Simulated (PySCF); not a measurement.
O3Sn, SMILES [O]=[Sn]1[O][O]1. The structure is a stationary point at B3LYP-D3(BJ)/def2-SVP. The def2 effective core potentials stand for the cores of Sn; spin–orbit coupling is left out.

Computed equilibrium geometry at B3LYP-D3(BJ)/def2-SVP (PySCF confirms it by a frequency run) as bond lengths and angles, and its point group:
point group C2v.
Atoms: Sn1 O2 O3 O4. Bonded distances (Å): Sn1–O2 1.842, Sn1–O3 1.988, Sn1–O4 1.988. Bond angles (°): O2–Sn1–O3 156.0, O2–Sn1–O4 156.0, O3–Sn1–O4 48.0.
